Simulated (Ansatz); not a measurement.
A nudged elastic band was laid between two geometries of a periodic cell of 19 atoms, MgAl18 (surface Al(111), adsorbate Mg).

The calculation used DFT PBE, scalar-relativistic, plane waves, PAW in Ansatz 0.2.0. Settings: cutoff 420 eV, k mesh 3x2x1, fermi-dirac smearing 0.15 eV, no spin polarisation.

| Item | Value |
| --- | --- |
| movable images | 5 |
| climbing image | yes |
| spring | 5.0 eV/Å² |
| optimiser | quadratic models (default) |
| start path | IDPP |
| force threshold | 0.05 eV/Å |
| iteration limit | 36 |
| end points | relaxed |
| atoms held | 1 to 6 |

Image 0:

```xyz
19
Lattice="5.7276 0.0000 0.0000 4.2957 7.4403 0.0000 0.0000 0.0000 17.6765" Properties=species:S:1:pos:R:3
Al 1.432 0.827 1.000
Al 4.296 0.827 1.000
Al 2.864 3.307 1.000
Al 5.728 3.307 1.000
Al 4.296 5.787 1.000
Al 7.159 5.787 1.000
Al 0.001 1.643 3.360
Al 2.864 1.653 3.348
Al 1.427 4.135 3.354
Al 4.299 4.130 3.341
Al 2.867 6.617 3.368
Al 5.725 6.615 3.371
Al 0.002 -0.011 5.771
Al 2.861 0.076 5.693
Al 1.420 2.492 5.735
Al 4.307 2.466 5.706
Al 2.895 4.921 5.692
Al 5.686 4.924 5.691
Mg 7.141 5.835 8.016
```

Image 6:

Only the atoms that move by more than 0.05 Å are listed.
```
Al13 -0.009 0.007 5.701
Al14 2.872 -0.007 5.720
Al15 1.434 2.401 5.695
Al17 2.908 4.994 5.683
Al18 5.686 4.998 5.685
Mg19 7.173 4.098 7.993
```

What changes between the two ends?

Contacts lost: Al14–Mg19. Contacts made: Al15–Mg19. The atom that moves furthest is Mg19, by 1.74 Å.

Give the energies along the band, and the barrier.

The run converged. The highest image is number 3 of 0 to 6, 0.019 eV above the first end and 0.044 eV above the last; the last end lies 0.024 eV below the first. By the program's own check the climbing image is a first-order saddle point (lowest curvatures found: -0.17 and 0.20 eV/Å²). Limits of this set-up: coarse k mesh, thin slab, slab without dipole correction.

| image | path coordinate (Å) | energy (eV) | Al14–Mg19 (Å) | Al15–Mg19 (Å) |
| --- | --- | --- | --- | --- |
| 0 | 0.00 | 0.000 | 2.87 | 4.05 |
| 1 | 0.26 | 0.005 | 2.95 | 3.84 |
| 2 | 0.52 | 0.015 | 3.08 | 3.62 |
| 3 | 0.78 | 0.019 | 3.23 | 3.41 |
| 4 | 1.13 | 0.008 | 3.50 | 3.16 |
| 5 | 1.47 | -0.014 | 3.78 | 2.97 |
| 6 | 1.81 | -0.024 | 4.04 | 2.86 |

What is the geometry of the highest image?


```xyz
19
Lattice="5.7276 0.0000 0.0000 4.2957 7.4403 0.0000 0.0000 0.0000 17.6765" Properties=species:S:1:pos:R:3
Al 1.432 0.827 1.000
Al 4.296 0.827 1.000
Al 2.864 3.307 1.000
Al 5.728 3.307 1.000
Al 4.296 5.787 1.000
Al 7.159 5.787 1.000
Al 0.004 1.654 3.374
Al 2.858 1.643 3.386
Al 1.432 4.134 3.357
Al 4.293 4.127 3.318
Al 2.865 6.632 3.362
Al 5.728 6.625 3.356
Al 0.010 0.008 5.743
Al 2.860 -0.019 5.791
Al 1.435 2.500 5.801
Al 4.295 2.443 5.732
Al 2.924 4.950 5.642
Al 5.662 4.940 5.623
Mg 7.131 5.083 8.022
```

The band took 4 iterations and of the order of 12 core-minutes.

Run time: 12 min on 1 thread of Arm Neoverse V1, with other jobs on the host, peak memory 1.1 GiB.
